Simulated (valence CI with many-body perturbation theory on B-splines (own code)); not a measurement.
**Hf XLI: electric-dipole lines**

Calculated by relativistic CI+MBPT: four valence electrons over a frozen Dirac-Fock core [Ar] 3d10, radial functions for each j: 11 s, 11 p, 9 d, 7 f, 5 g, 2 h, 1 i, with the one-electron correlation potential Σ1, the two-electron term Σ2, the three-electron term Σ3, Breit, model QED; selected CI, second order for the rest (own B-spline code, finite nucleus).

No measured spectrum was set against this ion. As an estimate, large intervals hold to a few tenths of a per cent, small ones and those within an open d or f shell to about a per cent.

Lines 201 to 237 of 237 in falling wavelength, among levels below 33.345 Ry, chosen from the strongest by gf and those to the six lowest levels. Wavelengths and rates use the calculated energies. Electric multipoles are in the length gauge, E1 and E2 with the static RPA response of the core. Weak lines are less certain than strong ones. Lines between different terms over intervals too small for the method are left out, as are lines whose strength nearly cancels. Where a level lies close to another of its J and parity, the split of strength between their lines is uncertain. The highest levels of a list are the least certain.

Levels are named by their leading jj configuration (3d3/2^4 stands for four electrons in 3d with j = 3/2), which in mixed levels can hold well under half, so a name can repeat and another be missing. Letters in brackets count levels of one name in rising energy.

| λ vac (nm) | Upper | Lower | A (s⁻¹) | log gf | Branch % |
| --- | --- | --- | --- | --- | --- |
| 5.128 | (4s^2 4p1/2 4d3/2) J=1 | (4s^2 4p1/2^2) J=0 | 1.36e+12 | 0.21 | 99.8 |
| 5.126 | (4s 4p1/2 4p3/2 4d3/2) J=1 [c] | (4s 4p1/2^2 4p3/2) J=2 | 1.90e+11 | -0.65 | 26.5 |
| 5.123 | (4s^2 4p3/2 4d3/2) J=0 | (4s^2 4p1/2 4p3/2) J=1 | 1.00e+12 | -0.40 | 100.0 |
| 5.117 | (4s 4p1/2 4p3/2 4d3/2) J=0 [b] | (4s 4p1/2^2 4p3/2) J=1 | 8.58e+11 | -0.47 | 68.6 |
| 5.109 | (4s^2 4p3/2 4d5/2) J=2 | (4s^2 4p1/2 4p3/2) J=2 | 7.49e+07 | -3.83 | 0.8 |
| 5.103 | (4s^2 4p1/2 4f5/2) J=2 | (4s 4p1/2^2 4p3/2) J=2 | 1.06e+11 | -0.68 | 20.3 |
| 5.067 | (4s 4p1/2 4p3/2 4d5/2) J=2 [a] | (4s 4p1/2^2 4p3/2) J=2 | 1.99e+09 | -2.42 | 0.7 |
| 5.059 | (4s^2 4p1/2 4f7/2) J=3 | (4s 4p1/2^2 4p3/2) J=2 | 2.10e+08 | -3.25 | 0.1 |
| 5.024 | (4s^2 4p3/2 4d5/2) J=2 | (4s^2 4p1/2 4p3/2) J=1 | 2.84e+05 | -6.27 | 0.0 |
| 5.001 | (4s 4p1/2 4p3/2 4d5/2) J=1 [a] | (4s 4p1/2^2 4p3/2) J=2 | 5.02e+05 | -6.25 | 0.0 |
| 4.982 | (4s 4p1/2 4p3/2 4d3/2) J=2 [d] | (4s 4p1/2^2 4p3/2) J=1 | 6.01e+11 | 0.05 | 38.4 |
| 4.931 | (4s 4p1/2 4p3/2 4d5/2) J=3 [a] | (4s 4p1/2^2 4p3/2) J=2 | 6.13e+10 | -0.81 | 21.8 |
| 4.903 | (4s^2 4p1/2 4f5/2) J=3 | (4s 4p1/2^2 4p3/2) J=2 | 8.56e+08 | -2.67 | 0.1 |
| 4.885 | (4s 4p1/2 4p3/2 4d3/2) J=1 [d] | (4s 4p1/2^2 4p3/2) J=2 | 8.18e+07 | -4.06 | 0.0 |
| 4.880 | (4s 4p1/2 4p3/2 4d5/2) J=2 [b] | (4s 4p1/2^2 4p3/2) J=2 | 2.26e+10 | -1.40 | 6.6 |
| 4.828 | (4s 4p1/2 4p3/2 4d5/2) J=0 | (4s 4p1/2^2 4p3/2) J=1 | 2.01e+11 | -1.15 | 27.1 |
| 4.826 | (4s 4p1/2 4p3/2 4d5/2) J=3 [b] | (4s 4p1/2^2 4p3/2) J=2 | 2.08e+11 | -0.29 | 38.0 |
| 4.734 | (4s^2 4p3/2 4d5/2) J=3 | (4s^2 4p1/2 4p3/2) J=2 | 3.54e+10 | -1.08 | 4.9 |
| 4.726 | (4s^2 4p3/2 4d5/2) J=1 | (4s^2 4p1/2 4p3/2) J=2 | 1.11e+10 | -1.95 | 2.7 |
| 4.715 | (4s 4p1/2 4p3/2 4d3/2) J=2 [d] | (4s 4p1/2^2 4p3/2) J=2 | 1.13e+10 | -1.73 | 0.7 |
| 4.703 | (4s 4p1/2 4p3/2 4d5/2) J=1 [b] | (4s 4p1/2^2 4p3/2) J=2 | 7.76e+09 | -2.11 | 1.9 |
| 4.656 | (4s 4p1/2 4p3/2^2) J=1 [a] | (4s^2 4p1/2^2) J=0 | 2.76e+10 | -1.57 | 7.5 |
| 4.653 | (4s^2 4p3/2 4d5/2) J=1 | (4s^2 4p1/2 4p3/2) J=1 | 2.25e+08 | -3.66 | 0.1 |
| 4.646 | (4s 4p1/2 4p3/2 4d5/2) J=3 [c] | (4s 4p1/2^2 4p3/2) J=2 | 1.19e+09 | -2.57 | 0.2 |
| 4.635 | (4s 4p3/2^3) J=2 | (4s^2 4p1/2 4p3/2) J=2 | 1.82e+08 | -3.53 | 0.0 |
| 4.599 | (4s 4p1/2 4p3/2 4d5/2) J=1 [c] | (4s 4p1/2^2 4p3/2) J=2 | 9.10e+07 | -4.06 | 0.0 |
| 4.582 | (4s 4p1/2 4p3/2 4d5/2) J=2 [c] | (4s 4p1/2^2 4p3/2) J=2 | 4.59e+09 | -2.14 | 0.7 |
| 4.582 | (4s 4p1/2 4p3/2^2) J=1 [b] | (4s^2 4p1/2^2) J=0 | 8.49e+09 | -2.10 | 1.1 |
| 4.565 | (4s 4p3/2^3) J=2 | (4s^2 4p1/2 4p3/2) J=1 | 8.10e+09 | -1.90 | 1.1 |
| 4.531 | (4s 4p1/2 4p3/2 4d5/2) J=3 [d] | (4s 4p1/2^2 4p3/2) J=2 | 3.11e+10 | -1.17 | 3.3 |
| 4.503 | (4s 4p1/2 4p3/2 4d5/2) J=2 [d] | (4s 4p1/2^2 4p3/2) J=2 | 2.58e+10 | -1.41 | 2.4 |
| 4.448 | (4s 4p3/2^3) J=1 | (4s^2 4p1/2 4p3/2) J=2 | 2.94e+09 | -2.58 | 0.3 |
| 4.383 | (4s 4p3/2^3) J=1 | (4s^2 4p1/2 4p3/2) J=1 | 9.60e+09 | -2.08 | 0.8 |
| 4.376 | (4p1/2 4p3/2^3) J=2 | (4s 4p1/2^2 4p3/2) J=2 | 7.20e+09 | -1.99 | 0.7 |
| 3.880 | (4s^2 4p3/2 4d3/2) J=1 | (4s^2 4p1/2^2) J=0 | 2.18e+05 | -6.83 | 0.0 |
| 3.594 | (4s^2 4p3/2 4d5/2) J=1 | (4s^2 4p1/2^2) J=0 | 1.74e+09 | -2.99 | 0.4 |
| 3.431 | (4s 4p3/2^3) J=1 | (4s^2 4p1/2^2) J=0 | 5.16e+08 | -3.56 | 0.0 |
